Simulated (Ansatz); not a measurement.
Basis sets compared for (LiOH)3 ring (Li₃O₃H₃). The state is a singlet with charge 0. Geometry PBE0-D4/def2-SVP. Ansatz on 4 threads of Arm Neoverse V1 on a shared host; times are rough, and most runs start from earlier orbitals.

```xyz
9

Li   -0.435    0.116   -1.543
O     0.340   -1.425   -1.183
Li    0.725   -1.331    0.533
O     0.507   -0.137    1.808
Li   -0.290    1.216    1.010
O    -0.851    1.560   -0.624
H     0.516   -2.148   -1.786
H     0.767   -0.205    2.728
H    -1.280    2.355   -0.943
```

Binding counts from free atoms (Li doublet, O triplet, H doublet) in the same basis, without a counterpoise term.

| level | functions | energy (Eh) | HOMO (eV) | LUMO (eV) | binding per atom (eV) | wall time |
| --- | --- | --- | --- | --- | --- | --- |
| PBE-D4/def2-SVP | 84 | -249.8059 | -5.03 | -0.69 | 3.64 | 0.7 s |
| PBE0-D4/def2-SVP | 84 | -249.8173 | -6.69 | -0.16 | 3.52 | 0.8 s |

(1) Estimate the rows for PBE-D4/def2-TZVP, PBE0-D4/def2-TZVP.

Results:

(1) 
```tsv
level	functions	energy (Eh)	HOMO (eV)	LUMO (eV)	binding per atom (eV)	wall time
PBE-D4/def2-TZVP	153	-250.1017	-5.44	-0.76	3.59	1 s
PBE0-D4/def2-TZVP	153	-250.1084	-7.05	-0.16	3.47	1.1 s
```
